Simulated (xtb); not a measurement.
SnCl₃, SMILES [Cl][Sn-]([Cl])[Cl], charge -1. All values are semi-empirical tight-binding results from xtb (GFN2-xTB unless named), good for trends rather than for accurate numbers. Coordinates come from a GFN2-xTB optimisation. The isomer is the one that the SMILES or the coordinates give; other isomers of the formula were not compared.

Optimised geometry:

```xyz
4

Sn     0.0000     0.0000     0.5780
Cl     1.9179    -1.1073    -0.5666
Cl    -1.9179    -1.1073    -0.5666
Cl     0.0000     2.2146    -0.5666
```
Charge -1, spin multiplicity 1.

For metal compounds this method's bond lengths and energies can be far off.

Computed properties:
point group as xtb finds it: C3v
orbital gap: 6.17 eV
zero-point energy: 1.5 kcal/mol
G − E(el) at 298.15 K (modified RRHO): -19.3 kcal/mol

Computed atomic charges and the Wiberg bond orders between heavy atoms:
charges (e) Sn1 0.47, Cl2 -0.49, Cl3 -0.49, Cl4 -0.49. Bond orders Sn1–Cl2 0.88, Sn1–Cl3 0.88, Sn1–Cl4 0.88.
